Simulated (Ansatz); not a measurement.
Consider the isomerisation: `[CH3][Sn][NH2]` → `N=[CH][SnH3]`.

Program: Ansatz. Geometries: PBE0-D4/def2-TZVP. ΔE: electronic, gas phase. CCSD(T)/CBS adds triple-zeta CCSD(T) − MP2 to the extrapolated MP2 energy (def2 sets, frozen cores). Functionals use def2-TZVPP. HSE06 is defined as in plane-wave codes. Elements past krypton have def2 core potentials. For Sn outer-core shells are correlated without core-valence functions, which leaves a few kJ/mol of doubt a bond. One conformer a species, not always the lowest.

```json
{"level": "revPBE-D4", "ΔE (eV)": "2.19", "difference from CCSD(T)/CBS": "0.00"}
{"level": "r2SCAN-D4", "ΔE (eV)": "2.19", "difference from CCSD(T)/CBS": "0.00"}
{"level": "r2SCAN0-D4", "ΔE (eV)": "2.19", "difference from CCSD(T)/CBS": "0.00"}
{"level": "HSE06-D4", "ΔE (eV)": "2.18", "difference from CCSD(T)/CBS": "-0.01"}
{"level": "BHLYP-D4", "ΔE (eV)": "2.18", "difference from CCSD(T)/CBS": "-0.01"}
{"level": "CAM-B3LYP-D4", "ΔE (eV)": "2.14", "difference from CCSD(T)/CBS": "-0.05"}
{"level": "PBE", "ΔE (eV)": "2.19", "difference from CCSD(T)/CBS": "0.00"}
{"level": "HSE06", "ΔE (eV)": "2.17", "difference from CCSD(T)/CBS": "-0.02"}
{"level": "BHLYP", "ΔE (eV)": "2.16", "difference from CCSD(T)/CBS": "-0.03"}
{"level": "LC-ωPBE", "ΔE (eV)": "2.02", "difference from CCSD(T)/CBS": "-0.17"}
{"level": "CCSD(T)/def2-SVP", "ΔE (eV)": "1.79", "difference from CCSD(T)/CBS": "-0.40"}
{"level": "HF/def2-TZVPP", "ΔE (eV)": "1.90", "difference from CCSD(T)/CBS": "-0.29"}
{"level": "MP2/def2-TZVPP", "ΔE (eV)": "2.28", "difference from CCSD(T)/CBS": "0.09"}
{"level": "SCS-MP2/def2-TZVPP", "ΔE (eV)": "2.16", "difference from CCSD(T)/CBS": "-0.03"}
{"level": "CCSD(T)/def2-TZVPP", "ΔE (eV)": "2.02", "difference from CCSD(T)/CBS": "-0.17"}
{"level": "MP2/def2-QZVPP", "ΔE (eV)": "2.38", "difference from CCSD(T)/CBS": "0.19"}
{"level": "CCSD(T)/CBS", "ΔE (eV)": "2.19", "difference from CCSD(T)/CBS": "0"}
```

(1) What do rigid-rotor, harmonic-oscillator terms from PBE0-D4/def2-TZVP frequencies (298.15 K, 1 bar) make of the CCSD(T)/CBS value? (Estimate.)

Largest T1 diagnostic among the species: 0.016.

Results:

(1) The calculation gave: ΔZPE = -0.26 eV, ΔH = +1.92 eV, ΔS = -12 J/(mol·K), ΔG = +1.96 eV. Modes under 50 cm⁻¹ make the entropy rough.

At CCSD(T), def2-SVP lies −0.40 eV from the extrapolated value and def2-TZVPP −0.17 eV. Leaving LDA and LC-ωPBE aside and taking each functional with its dispersion term where it has one, the values, not all of them listed here, spread over 0.32 eV, from B97M-V to BLYP-D4.
